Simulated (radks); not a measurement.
Li-, configuration [He] 2s2.

All-electron calculation, scalar-relativistic Kohn-Sham, LDA (Slater exchange, Perdew-Wang correlation), spin-polarised, spherical densities, finite nucleus; Fermi nuclear charge, rms radius 2.444 fm; Watson sphere of charge +1 and radius 3.27 bohr. Program: a radial shooting solver on a logarithmic mesh with Libxc functionals.

Energy parts (eV; the electron-nucleus part includes the sphere):
part                    energy
total                 -230.210
kinetic                203.199
electron-nucleus      -521.014
Hartree                137.609
exchange-correlation   -50.004

Orbitals (lengths in bohr, moments of r in powers of bohr; r(90%) holds 90 % of the orbital's charge):
| orbital | occ. | eigenvalue (eV) | <r^4> | r(90%) | <r^2> |
|---|---|---|---|---|---|
| 1s | 2 | -50.1518 | 0.6566 | 1.08 | 0.4836 |
| 2s | 2 | -3.9602 | 434.6 | 5.67 | 15.86 |

The highest occupied level is 2s at -3.960 eV. The density falls to 0.001 e/bohr^3 at r = 4.88 bohr. Summed over all electrons, <r^2> = 32.69 bohr^2, which gives a Langevin (diamagnetic) susceptibility term of -25.9 x 10^-6 cm^3/mol. The electron density at the nucleus is 13.76 e/bohr^3 (large components only).
